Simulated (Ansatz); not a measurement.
Basis-set extrapolation for H$_{9}$NOSi$_{3}$ (`O[SiH2]N[SiH2][SiH3]`) (PBE0-D4/def2-TZVP geometry, frozen core, the Gaussian-basis code of Ansatz). Multiplicity 1, RHF reference.

```json
{"": "HF", "def2-TZVPP": "-1001.546699", "def2-QZVPP": "-1001.581017"}
{"": "MP2 correlation", "def2-TZVPP": "-0.830611", "def2-QZVPP": "-0.893885"}
{"": "CCSD(T) correlation", "def2-TZVPP": "-0.926349", "def2-QZVPP": "not run"}
```

Energies in hartree. Use E(X) = E(∞) + A·exp(−7.88·√X) for Hartree–Fock and E(X) = E(∞) + B·X^(−2.97) for correlation, with X = 3 and 4, and add CCSD(T) minus MP2 of the smaller set to the MP2 limit.

Problem. What is the CCSD(T) energy at the basis-set limit?

Solution. HF limit: -1001.581017 + (-0.034318) × 0.13774 = -1001.58574. MP2 limit: -0.893885 + (-0.063274) × 0.74074 = -0.94075. Higher-order term: -0.926349 − (-0.830611) = -0.09574. Total: -1002.62223 hartree, 391.7 kJ/mol below CCSD(T)/def2-TZVPP.
